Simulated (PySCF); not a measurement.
Species: C5H10GeSi.
Atom-mapped SMILES: `[CH2:1]=[C:2]([CH3:3])[SiH2:4][C:5]#[C:6][GeH3:7]` (hydrogens: H8, H9 on C1; H10, H11, H12 on C3; H13, H14 on Si4; H15, H16, H17 on Ge7)

Computed with core-valence-separated Tamm–Dancoff BHandHLYP/aug-pcX-1 (pcseg-1 on H, def2-SVPD on Si, def2-SVPD on Ge) in PySCF, non-relativistic, gas phase, PBE0-D3(BJ)/def2-SVP geometry.

Computed carbon K-edge spectrum, Gaussian lines of 0.3 eV full width, highest printed point 100; it ends one width below the last computed root. BHandHLYP without relativity tends to put these K edges a few eV too low, so spacings mean more than positions.

```json
{"photon energy (eV)": "282.0", "absorption": "0"}
{"photon energy (eV)": "282.1", "absorption": "4"}
{"photon energy (eV)": "282.2", "absorption": "16"}
{"photon energy (eV)": "282.3", "absorption": "42"}
{"photon energy (eV)": "282.4", "absorption": "76"}
{"photon energy (eV)": "282.5", "absorption": "100"}
{"photon energy (eV)": "282.6", "absorption": "97"}
{"photon energy (eV)": "282.7", "absorption": "78"}
{"photon energy (eV)": "282.8", "absorption": "57"}
{"photon energy (eV)": "282.9", "absorption": "33"}
{"photon energy (eV)": "283.0", "absorption": "12"}
{"photon energy (eV)": "283.1", "absorption": "3"}
{"photon energy (eV)": "283.2", "absorption": "0"}
{"photon energy (eV)": "283.3", "absorption": "0"}
{"photon energy (eV)": "283.4", "absorption": "0"}
{"photon energy (eV)": "283.5", "absorption": "0"}
{"photon energy (eV)": "283.6", "absorption": "0"}
{"photon energy (eV)": "283.7", "absorption": "0"}
{"photon energy (eV)": "283.8", "absorption": "0"}
{"photon energy (eV)": "283.9", "absorption": "0"}
{"photon energy (eV)": "284.0", "absorption": "0"}
{"photon energy (eV)": "284.1", "absorption": "0"}
{"photon energy (eV)": "284.2", "absorption": "0"}
{"photon energy (eV)": "284.3", "absorption": "0"}
{"photon energy (eV)": "284.4", "absorption": "0"}
{"photon energy (eV)": "284.5", "absorption": "0"}
{"photon energy (eV)": "284.6", "absorption": "0"}
{"photon energy (eV)": "284.7", "absorption": "0"}
{"photon energy (eV)": "284.8", "absorption": "0"}
{"photon energy (eV)": "284.9", "absorption": "0"}
{"photon energy (eV)": "285.0", "absorption": "0"}
{"photon energy (eV)": "285.1", "absorption": "0"}
{"photon energy (eV)": "285.2", "absorption": "0"}
{"photon energy (eV)": "285.3", "absorption": "1"}
{"photon energy (eV)": "285.4", "absorption": "4"}
{"photon energy (eV)": "285.5", "absorption": "8"}
{"photon energy (eV)": "285.6", "absorption": "13"}
{"photon energy (eV)": "285.7", "absorption": "16"}
{"photon energy (eV)": "285.8", "absorption": "18"}
{"photon energy (eV)": "285.9", "absorption": "16"}
{"photon energy (eV)": "286.0", "absorption": "11"}
{"photon energy (eV)": "286.1", "absorption": "10"}
{"photon energy (eV)": "286.2", "absorption": "16"}
{"photon energy (eV)": "286.3", "absorption": "24"}
{"photon energy (eV)": "286.4", "absorption": "29"}
```

Task: Assign the maxima to core holes.

Result: 2 maxima:
- 282.5 eV: C5 (alkyne carbon), 282.57 eV, f = 0.113, sum of 2, 1s→π*, 54 % of the height at the exact maximum; C2 (fully substituted alkene carbon), 282.49 eV, f = 0.059, 1s→π*, 27 % of the height at the exact maximum
- 285.8 eV: C6 (alkyne carbon), 285.86 eV, f = 0.019, 52 % of the height at the exact maximum; C2 (fully substituted alkene carbon), 285.67 eV, f = 0.017, 25 % of the height at the exact maximum; C1 (terminal =CH2 carbon), 285.91 eV, f = 0.009, 20 % of the height at the exact maximum

Further lines of some strength in the range: C1, 282.37 eV, f = 0.058; C6, 282.75 eV, f = 0.046; C6, 282.82 eV, f = 0.047; C3, 286.28 eV, f = 0.027; C1, 286.34 eV, f = 0.010.

Roots within 0.03 eV on the same or equivalent atoms count as one line; shares under 12 % aren't listed.

Vibrational structure and lifetime widths aren't in the curve. The ionisation threshold wasn't computed; near and above it a finite basis only mimics Rydberg series and continuum. Relativistic effects, spin–orbit coupling among them, are left out although an element past zinc is present.

Time: 28 s. Hardware: one thread of an Arm Neoverse V2, shared host.

Conformer computed: `[CH2:1]=[C:2]([CH3:3])[SiH2:4][C:5]#[C:6][GeH3:7]`: C1–C2–Si4–C5 1°.

One conformer stands for the species.
